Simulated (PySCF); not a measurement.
Compound: C4H9BO3.
SMILES with atom numbers: `[CH3:1][O:2][B:3]([OH:4])[O:5][CH:6]1[CH2:7][CH2:8]1` (hydrogens: H9, H10, H11 on C1; H12 on O4; H13 on C6; H14, H15 on C7; H16, H17 on C8)

Geometry (PBE0-D3(BJ)/def2-SVP, Å), atoms numbered from 1 in this order:
```xyz
17
C4H9BO3 angstrom
C      2.336    0.862    0.648
O      1.057    0.381    0.327
B      0.861   -0.755   -0.394
O      1.925   -1.475   -0.854
O     -0.394   -1.209   -0.673
C     -1.617   -0.661   -0.307
C     -1.865    0.002    1.010
C     -1.883    0.809   -0.267
H      2.395    1.040    1.733
H      2.514    1.821    0.136
H      3.126    0.153    0.358
H      1.626   -2.254   -1.331
H     -2.422   -1.292   -0.692
H     -1.005    0.160    1.663
H     -2.807   -0.213    1.522
H     -1.031    1.473   -0.422
H     -2.835    1.173   -0.663
```

Computed with PySCF at PBE0/pcSseg-1 and CAM-B3LYP/def2-SVPD, non-relativistic, on one gas-phase PBE0-D3(BJ)/def2-SVP geometry that isn't relaxed in the solvent. The solvent is an IEF-PCM continuum (cavity from Bondi-type radii × 1.2). Specific hydrogen bonds and non-electrostatic terms are outside this model.

Gas phase at PBE0/pcSseg-1: HOMO -7.31 eV, LUMO 1.52 eV, dipole 0.07 D.

Task: What does the continuum do to the energy, the frontier levels and the dipole at PBE0/pcSseg-1 in chloroform and acetone?

Result: 
```tsv
solvent	ε	E(solvent) − E(gas) (kJ/mol)	polarisation term (kJ/mol)	distortion of the solute (kJ/mol)	HOMO (eV)	LUMO (eV)	dipole (D)
chloroform	4.711	-14.61	-15.36	0.75	-7.37	1.63	0.13
acetone	20.49	-19.49	-20.86	1.37	-7.39	1.64	0.16
```

The polarisation term is half the interaction of the solute with the surface charges that it induces; the rest is the cost of distorting the solute's density. The sum is the electrostatic part of solvation alone. From chloroform to acetone the lowering changes by a factor 1.33, Onsager's factor (ε − 1)/(2ε + 1) by 1.30 and ε itself by 4.3.

Task: Which Hirshfeld charges (PBE0/pcSseg-1) respond most in acetone (means over atoms taken as equivalent)?

Result: 
```json
{"atoms": "H12", "environment": "hydroxyl hydrogen", "gas (e)": "+0.179", "solvent (e)": "+0.190", "change": "+0.011"}
{"atoms": "O4", "environment": "boron-bound oxygen", "gas (e)": "-0.264", "solvent (e)": "-0.272", "change": "-0.008"}
{"atoms": "O5", "environment": "boron-bound oxygen", "gas (e)": "-0.192", "solvent (e)": "-0.198", "change": "-0.006"}
{"atoms": "H13", "environment": "methine hydrogen", "gas (e)": "+0.047", "solvent (e)": "+0.052", "change": "+0.005"}
{"atoms": "H15/H17", "environment": "methylene hydrogen", "gas (e)": "+0.046", "solvent (e)": "+0.051", "change": "+0.005"}
{"atoms": "O2", "environment": "boron-bound oxygen", "gas (e)": "-0.167", "solvent (e)": "-0.171", "change": "-0.004"}
```

Task: How do the nuclear quadrupole coupling constants eQVzz/h respond in acetone?

Result: 
```csv
nucleus,Q (barn),gas (MHz),solvent (MHz),η gas,η solvent
17O at O2,-0.0256,-10.05,-9.90,0.18,0.18
11B at B3,0.04059,2.49,2.49,0.07,0.07
17O at O4,-0.0256,-8.52,-8.10,0.37,0.38
17O at O5,-0.0256,-10.16,-10.08,0.16,0.16
```

Gas phase at CAM-B3LYP/def2-SVPD: HOMO -8.81 eV, LUMO 0.82 eV, dipole 0.24 D.

Task: What does the continuum do to the energy, the frontier levels and the dipole at CAM-B3LYP/def2-SVPD in acetone?

Result: 
```tsv
solvent	ε	E(solvent) − E(gas) (kJ/mol)	polarisation term (kJ/mol)	distortion of the solute (kJ/mol)	HOMO (eV)	LUMO (eV)	dipole (D)
acetone	20.49	-18.51	-20.04	1.53	-8.84	0.87	0.39
```

Task: How does the static polarisability (CAM-B3LYP/def2-SVPD, frozen core, with the continuum's full static response) change?

Result: 
```tsv
medium	isotropic (au)	principal values (au)	⟨r²⟩ of the electrons (bohr²)
gas	70.4	61.1, 71.1, 78.9	1065.0
acetone	89.6	81.3, 91.9, 95.6	1063.8
```

The isotropic value in acetone is 1.27 times the gas-phase one; no cavity-field correction is applied. ⟨r²⟩ is taken about the centre of nuclear charge.
